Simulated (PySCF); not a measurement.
C6H12O2.
Bonds: C1–O2, O2–C3, C3–O4 (double), C3–C5, C5–C6, C5–C7, C5–C8. Hydrogens: H9, H10, H11 on C1; H12, H13, H14 on C6; H15, H16, H17 on C7; H18, H19, H20 on C8.

The same species was optimised twice, with GFN2-xTB and with PBE0-D3(BJ)/def2-SVP (PySCF), and the same property calculations (PySCF, gas phase) were run on both structures.

```csv
coordinate,GFN2-xTB,PBE0-D3(BJ)/def2-SVP,change
C1–O2 (Å),1.420,1.415,-0.005
C5–C8 (Å),1.528,1.525,-0.003
C5–C7 (Å),1.532,1.534,+0.002
C5–C6 (Å),1.532,1.533,+0.001
C3=O4 (Å),1.202,1.203,+0.001
C3–C5 (Å),1.525,1.524,-0.001
O2–C3 (Å),1.341,1.340,-0.001
C3–C5–C6 (°),108.5,109.0,+0.5
C3–C5–C8 (°),109.0,108.6,-0.4
O2–C3–O4 (°),123.0,122.6,-0.4
O4–C3–C5 (°),125.5,125.7,+0.2
C6–C5–C7 (°),110.1,109.8,-0.3
O2–C3–C5 (°),111.6,111.7,+0.1
C6–C5–C8 (°),110.4,110.6,+0.2
C1–O2–C3 (°),116.1,116.0,-0.1
C1–O2–C3–O4 (°),0,-1,-1
O2–C3–C5–C6 (°),60,57,-3
```

Rotational constants: A = 3179, B = 1521, C = 1338 MHz (GFN2-xTB) against A = 3167, B = 1520, C = 1337 MHz (PBE0-D3(BJ)/def2-SVP). Atoms that the bonding makes alike are paired by their places after alignment.

On the GFN2-xTB structure: HOMO (eV) -7.76 [PBE0/pcSseg-1]; LUMO (eV) 0.48 [PBE0/pcSseg-1]; dipole (D) 1.86 [PBE0/pcSseg-1]; GIAO shielding of C1 (ppm) 133.1 [PBE0/pcSseg-1]; GIAO shielding of O2 (ppm) 155.4 [PBE0/pcSseg-1]; GIAO shielding of C3 (ppm) 1.1 [PBE0/pcSseg-1]; GIAO shielding of O4 (ppm) -101.4 [PBE0/pcSseg-1]; GIAO shielding of C5 (ppm) 145.6 [PBE0/pcSseg-1]; GIAO shielding of C6/C7/C8 (mean) (ppm) 157.9 [PBE0/pcSseg-1].

**Question.** What do these properties become on the PBE0-D3(BJ)/def2-SVP structure?

**Answer.** 
| property | level | on GFN2-xTB | on PBE0-D3(BJ)/def2-SVP | change |
| --- | --- | --- | --- | --- |
| HOMO (eV) | PBE0/pcSseg-1 | -7.76 | -7.78 | -0.02 |
| LUMO (eV) | PBE0/pcSseg-1 | 0.48 | 0.45 | -0.03 |
| dipole (D) | PBE0/pcSseg-1 | 1.86 | 1.84 | -0.02 |
| energy, GFN2-xTB geometry as zero (kcal/mol) | PBE0/pcSseg-1 | 0.0 | -0.2 | -0.2 |
| GIAO shielding of C1 (ppm) | PBE0/pcSseg-1 | 133.1 | 132.4 | -0.7 |
| GIAO shielding of O2 (ppm) | PBE0/pcSseg-1 | 155.4 | 154.0 | -1.4 |
| GIAO shielding of C3 (ppm) | PBE0/pcSseg-1 | 1.1 | 1.1 | 0.0 |
| GIAO shielding of O4 (ppm) | PBE0/pcSseg-1 | -101.4 | -103.3 | -1.9 |
| GIAO shielding of C5 (ppm) | PBE0/pcSseg-1 | 145.6 | 145.5 | -0.1 |
| GIAO shielding of C6/C7/C8 (mean) (ppm) | PBE0/pcSseg-1 | 157.9 | 155.7 | -2.2 |

The heavy atoms differ by 0.023 Å rms after alignment (one structure mirrored). Among bonds between heavy atoms C1–O2 changes most (-0.005 Å). Changes are differences of the printed values. Neither structure is proved a minimum here.

Shape of the structure used: `[CH3:1][O:2][C:3](=[O:4])[C:5]([CH3:6])([CH3:7])[CH3:8]`: C1–O2–C3–O4 -1°, O2–C3–C5–C6 57°.
